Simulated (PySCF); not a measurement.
**Broadened absorption spectrum of (OH)2Ti(OSiH2)2O**

Species: (OH)2Ti(OSiH2)2O (singlet state).
Bonds: Ti1–O2, Ti1–O3, Ti1–O4, Ti1–O8, O4–Si5, Si5–O6, O6–Si7, Si7–O8. Hydrogens: H9 on O2; H10 on O3; H11, H12 on Si5; H13, H14 on Si7.

Computed with TDDFT PBE0/def2-SVPD, vertical, gas phase, core orbitals frozen in the response in PySCF 2.14.0, density-fitted response routines. Geometry: PBE0-D3(BJ)/def2-SVP; no solvent, vibrations or thermal averaging.

Broadening: Gaussians 0.5 eV wide at half height, area fixed by f = 4.319×10⁻⁹ ∫ε dν̃. The width is an assumption, not a result. The curve ends short of the highest state used, and states not computed would add to its high-energy end.

(E (eV), ε (L mol⁻¹ cm⁻¹)): (4.75, 0), (4.80, 0), (4.85, 1), (4.90, 1), (4.95, 3), (5.00, 5), (5.05, 9), (5.10, 16), (5.15, 26), (5.20, 42), (5.25, 63), (5.30, 91), (5.35, 129), (5.40, 178), (5.45, 244), (5.50, 335), (5.55, 464), (5.60, 646), (5.65, 899), (5.70, 1235), (5.75, 1658), (5.80, 2155), (5.85, 2697), (5.90, 3235), (5.96, 3800), (6.01, 4143), (6.06, 4335), (6.11, 4372), (6.16, 4274), (6.21, 4086)

(1) Where are the band maxima, and which computed states make them?

(2) On this curve, what absorbance would a 10⁻⁵ mol/L sample give at 222 nm over a 1 cm path?

(3) Coming from long wavelengths, where does ε first pass 100 L mol⁻¹ cm⁻¹?

Results:

(1) 203 nm (6.10 eV), ε about 4400, made up of S4 (43%) and S5 (36%) (ε in L mol⁻¹ cm⁻¹; maxima over ε = 5, shares over 10%). The states used: S1 5.50 eV (f 0.0005); S2 5.59 eV (f 0.0031); S3 5.90 eV (f 0.0017); S4 6.03 eV (f 0.037); S5 6.06 eV (f 0.030); S6 6.22 eV (f 0.0087); S7 6.38 eV (f 0.014); S8 6.44 eV (f 0.0045); S9 6.47 eV (f 0.0006); S10 6.55 eV (f 0.0022); S11 6.62 eV (f 0.028); S12 6.69 eV (f 0.0077); S13 6.71 eV (f 0.0005); S14 6.76 eV (f 0.0011); S15 6.81 eV (f 0.0012).

(2) 222 nm is 5.585 eV, where ε is about 580 L mol⁻¹ cm⁻¹, so A = ε c l ≈ 0.0058 (Beer–Lambert, with the gas-phase spectrum and the assumed width).

(3) At about 233 nm (5.31 eV), 0.19 eV below S1.

All these states lie below the vertical ionisation energy of 10.21 eV (ΔSCF).
